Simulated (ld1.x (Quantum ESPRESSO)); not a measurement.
# PBE PAW dataset for Si (Z = 14), scalar-relativistic all-electron reference.

- Element: Si (Z = 14)
- Generator: ld1.x (Quantum ESPRESSO) 7.5
- Type: PAW
- Functional: PBE
- Relativity: scalar-relativistic
- Frozen core: [Ne]
- Valence charge: 4
- Reference configuration: 3s2 3p2
- Partial waves: 3s (bound): rcut 1.55, rcutus 2.05 bohr; 3s channel at 2.9 Ry: rcut 1.55, rcutus 2.05 bohr; 3p (bound): rcut 1.65, rcutus 1.90 bohr; 3p channel at 0.15 Ry: rcut 1.65, rcutus 1.90 bohr
- Local potential: all-electron potential smoothed inside 1.50 bohr (lloc = -1)
- Core correction: a·sin(br)/r model core, default radius (ld1.x builds one for every PAW set, though the input has nlcc=.false.)
- Augmentation charge: PSQ, inside the norm-conserving radii

All-electron outer shells of the reference configuration (PBE, scalar-relativistic, ld1.x):

| shell | level (eV) | outermost node (bohr) | outermost maximum (bohr) |
| --- | --- | --- | --- |
| 2s | -139.50 | 0.15 | 0.45 |
| 2p | -95.56 | – | 0.39 |
| 3s | -10.81 | 0.72 | 1.80 |
| 3p | -4.08 | 0.72 | 2.17 |

Question: Does the generator finish with these settings?

Answer: Yes, a potential is produced and its reference levels are reproduced.

Question: Estimate the cutoffs (Ry, on a coarse ladder) from which the occupation-weighted sum of valence levels, in a spherical-Bessel basis at the reference potential, stays within 10 and 1 mRy of its value at 400 Ry.

Answer: 6 Ry and 12 Ry.

Question: What does a ghost test show?

Answer: No extra level below or beside the all-electron valence levels (s, p, d, f tested).

Question: Is the overlap operator S = 1 + Σ q|β⟩⟨β| positive definite (Bessel basis up to 400 Ry)?

Answer: Yes: its lowest eigenvalue is 0.59 (s channel).

Question: Tests: 3s2 3p1; 3s2 3p0; 3s1 3p0; 3s2 3p1.5; 3s1 3p2; 3s0 3p4; 3s1 3p3. Which has the largest error in its energy relative to the reference configuration, and how large is it?

Answer: 3s1 3p0, with -52 meV (all-electron minus pseudo) on +57.70 eV.
